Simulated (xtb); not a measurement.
C₃H₃, SMILES [CH2]C#C (connectivity only; charge and spin as stated), charge +1, multiplicity 1. All values are semi-empirical tight-binding results from xtb (GFN2-xTB unless named), good for trends rather than for accurate numbers. The structure is a stationary point at GFN2-xTB. The spin state was assumed, not searched. The isomer is the one that the SMILES or the coordinates give; other isomers of the formula were not compared.

Optimised geometry:

Bonded distances (Å): C1–C2 1.231, C1–H4 1.066, C2–C3 1.336, C3–H5 1.090, C3–H6 1.090. Angles (°): C2–C1–H4 180.0, C1–C2–C3 180.0, C2–C3–H5 120.9, C2–C3–H6 120.9, H5–C3–H6 118.2.
Charge +1, spin multiplicity 1.

| Quantity | Result |
|---|---|
| point group as xtb finds it | C2v |
| orbital gap | 1.55 eV |
| zero-point energy | 25.0 kcal/mol |
| G − E(el) at 298.15 K (modified RRHO) | 10.5 kcal/mol |
| static polarisability (D4 model) | 30.2 bohr³ |
| solvation energy, GFN2-xTB/ALPB(water) | -65.4 kcal/mol |
| solvation energy, GFN2-xTB/ALPB(octanol) | -59.5 kcal/mol |

Computed IR lines (harmonic; lines under 4 % of the strongest left out, lines within 3 cm⁻¹ merged):
ν (cm⁻¹): 320 (m), 623 (m), 708 (w), 927 (w), 1148 (w), 1306 (w), 2099 (s), 2968 (s), 2988 (m), 3204 (vs) (against the strongest line: vs over 80 %, s over 45 %, m over 15 %, w over 4 %, vw less)

**Question.** Give the atomic charges and the Wiberg bond orders between heavy atoms. (The exact figures need the calculation; the answer reports its results.)

**Answer.** charges (e) C1 0.10, C2 0.12, C3 0.08, H4 0.25, H5 0.23, H6 0.23. Bond orders C1–C2 2.39, C1–C3 0.31, C2–C3 1.58.
